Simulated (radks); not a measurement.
The numbers below are computed, except where a source is named.
Spherical quantum dot in the effective-mass picture: electrons in a parabolic well V = omega^2 r^2 / 2 with omega = 0.703, with a point charge +2 (a donor) at the centre, all in effective atomic units (hartree* = m*/eps^2 hartree, bohr* = eps/m* bohr), one dielectric constant everywhere. Level of theory: non-relativistic Kohn-Sham, r2SCAN, spin-polarised, spherical densities, generalised Kohn-Sham scheme (a radial shooting solver with Libxc functionals). Levels are named by radial order and angular momentum (1s, 1p, 1d, 2s, ...), and open shells are averaged over m.

N = 16, configuration 1s2 1p6 1d(up 5, down 1) 2s2. This is the lowest configuration that the search found. Occupied and some empty levels:

| level | occupation | eigenvalue (hartree*) | <r> (bohr*) |
|---|---|---|---|
| 1s up | 1 | 5.7517 | 1.014 |
| 1s down | 1 | 5.7549 | 0.9884 |
| 1p up | 3 | 6.6076 | 2.332 |
| 1p down | 3 | 6.6728 | 2.293 |
| 2s up | 1 | 6.6736 | 2.352 |
| 2s down | 1 | 6.7430 | 2.353 |
| 1d up | 5 | 7.0464 | 2.717 |
| 1d down | 1 | 7.1315 | 2.708 |
| 1f up | 0 | 7.5164 | 2.988 |
| 2p up | 0 | 7.5865 | 2.560 |
| 1f down | 0 | 7.6114 | 2.995 |
| 2p down | 0 | 7.6440 | 2.573 |
| 1g up | 0 | 8.0256 | 3.217 |
| 1g down | 0 | 8.1258 | 3.235 |

Energy (hartree*): total 59.8277, kinetic 12.559, external 4.2054, Hartree 49.606, exchange-correlation -6.5430.
